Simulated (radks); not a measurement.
All-electron atom: Nb XV in [He] 2s2 2p5 3s2 3p6 3d10 (not the ground configuration).

All-electron calculation, scalar-relativistic Kohn-Sham, r2SCAN, spin-polarised, spherical densities, finite nucleus; open shells are filled with parallel spins first (spin-orbit coupling, left out, can overturn this in heavy ions); meta-GGA in the generalised Kohn-Sham scheme; Fermi nuclear charge, rms radius 4.324 fm. Program: a radial shooting solver on a logarithmic mesh with Libxc functionals.

Energy parts (eV):
part                       energy
total                  -99709.713
kinetic                102746.535
electron-nucleus      -231066.246
Hartree                 31488.104
exchange-correlation    -2878.105

Orbitals (lengths in bohr, moments of r in powers of bohr; r(90%) holds 90 % of the orbital's charge):
orbital  occ.  eigenvalue (eV)     <r^2>  r(90%)      <r>      <r^4>
1s up       1        -19318.60  0.001756  0.0646  0.03608  7.980e-06
1s down     1        -19308.89  0.001754  0.0646  0.03606  7.963e-06
2s up       1        -3045.683   0.02887   0.242   0.1565   0.001432
2s down     1        -3031.999   0.02896   0.242   0.1567   0.001442
2p up       3        -2772.688   0.02259   0.221   0.1361   0.001013
2p down     2        -2755.774   0.02270   0.222   0.1364   0.001024
3s up       1        -768.9459    0.2110   0.633   0.4297    0.06792
3s down     1        -767.8913    0.2115   0.633   0.4302    0.06824
3p up       3        -675.1867    0.2124   0.644   0.4280    0.07200
3p down     3        -673.7569    0.2132   0.645   0.4288    0.07255
3d up       5        -522.5689    0.1933   0.638   0.4032    0.06903
3d down     5        -520.8031    0.1949   0.641   0.4049    0.07006

The highest occupied level is 3d down at -520.80 eV. Spin moment in Bohr magnetons: 1.
